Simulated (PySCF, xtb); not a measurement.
Ge(Br)(SH) (BrGeHS), SMILES [SH][Ge][Br] (connectivity only; charge and spin as stated), neutral, multiplicity 1. Other conformers were not sampled.

Harmonic wavenumbers (cm⁻¹) from xtb 6.7.1 with GFN2-xTB at its own minimum, in rising order: 115, 268, 275, 364, 611, 2404.

Problem. What does PySCF 2.14.0 with r2SCAN-D4/def2-SVP give at its own minimum? (An estimate is asked for; the answer gives what the named calculation found.)

Solution. 123, 286, 380, 386, 713, 2667. Paired by order, the mean absolute difference is 86 cm⁻¹ and the zero-point energies are 5.8 and 6.5 kcal/mol.
